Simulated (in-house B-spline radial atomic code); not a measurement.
Settings and results of a run for Ar2+ (with a hole in an inner shell). Computed with a radial B-spline atomic code at the basis-set limit: Dirac-Hartree-Fock, average of configuration, Fermi nucleus of rms radius 3.4274 fm.

Command:
```bash
python run_scf.py task.json out
```
Settings (nuclear radius in fm, mass in u):
```
Z                18
configuration    1s2 2p6 3s2 3p6
hamiltonian      dirac
method           hf
spin_polarised   False
nucleus          fermi
rms_radius       3.4274
atomic_mass      39.96238
speed_of_light   137.035999084
```

Output (hartree, bohr):
```
 radial grid: 70 intervals, B-splines of order 8, outer radius 25.5556 bohr

 iter        energy (Eh)    residual
    1       -496.4184810    3.61e-01
    2       -502.5816506    1.59e-01
    3       -503.0457425    5.71e-02
    4       -503.1143677    2.40e-02
    5       -503.1272953    6.21e-03
    6       -503.1277222    2.85e-04
    7       -503.1277252    4.00e-05
    8       -503.1277253    2.87e-06
    9       -503.1277253    1.38e-07

 total energy                     -503.127725
 kinetic                            506.52466
 electron-nucleus                 -1177.26869
 electron-electron                  167.61631

 first-order corrections (not in the total)
   Gaunt                            0.13601
   retardation                     -0.01126
   frequency dependence            -0.00018
   self-energy                      0.08649
   Uehling                         -0.00604
   Wichmann-Kroll                   0.00002
   recoil                           0.00548

 orbital      occ     eigenvalue          <r>       <r^2>       <1/r>       r_max    small
 1s1/2      2.000     -122.86775    0.0856511  0.00987057     17.7001     0.05608  4.12e-03
 2p1/2      2.000      -12.35655     0.356265    0.156156     3.61586      0.2718  6.91e-04
 2p3/2      4.000      -12.26399     0.358371    0.157872      3.5866      0.2735  6.86e-04
 3s1/2      2.000       -2.56162      1.23558     1.75653     1.13864       1.076  1.48e-04
 3p1/2      2.000       -1.82172      1.31588     2.02225     1.02849       1.106  1.23e-04
 3p3/2      4.000       -1.81004      1.32157     2.03956      1.0228       1.111  1.23e-04
```

Cost of the run: 0.61 s on 1 thread of Arm Neoverse V1, on a shared host.

For the Dirac Hamiltonian the kinetic term is c α·p + (β - 1)c².
